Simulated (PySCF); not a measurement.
State search for CI⁺

Unrestricted PBE0; PySCF, scalar-relativistic core potentials, basis sets C aug-cc-pVDZ, I aug-cc-pVDZ-PP with ECP28. Outer shells of the fragments: C 2s2 2p2; I+ 4d10 5s2 5p4.

Followed along the bond (rough minima from three points):

```csv
2Ms+1,unpaired,⟨S²⟩ at the start,R at minimum (Å),Te (eV)
1,none,0.00,1.92,0.00
3,"σ ↑, π ↑",2.09,1.93,2.05
5,"σ ↑, π ↑↑↑",6.00,2.12,3.95
```

Solutions found at the starting distance of 2.120 Å, counted from the lowest of them; the search is not exhaustive and high or unbound solutions are not listed, so other states can lie among these:

```tsv
2Ms+1	unpaired	term	E (eV)	⟨S²⟩	⟨Lz²⟩	μ (D)
1	none	¹Σ⁺	0.00	0.00	0.00	-1.33
3	σ ↑, π ↑	³Π	1.91	2.09	1.01	-1.93
3	π ↑↑	mixed	1.91	2.01	2.01	-0.35
3	π ↑↑	mixed	2.23	2.01	2.01	-0.61
1	π ↑↓	mixed	2.28	1.01	2.01	-0.68
1	σ ↑, π ↓	mixed	2.48	1.02	1.02	-1.75
```

A term symbol is given only where ⟨S²⟩ and ⟨Lz²⟩ are close to those of a pure state; real π, δ and φ orbitals otherwise mix terms. A positive dipole points towards I; it is taken about the centre of mass and depends on that origin.

Spin–orbit coupling is left out. Counting both spins, an empty level lies below a filled one in some of these solutions, because spin and occupation are held.
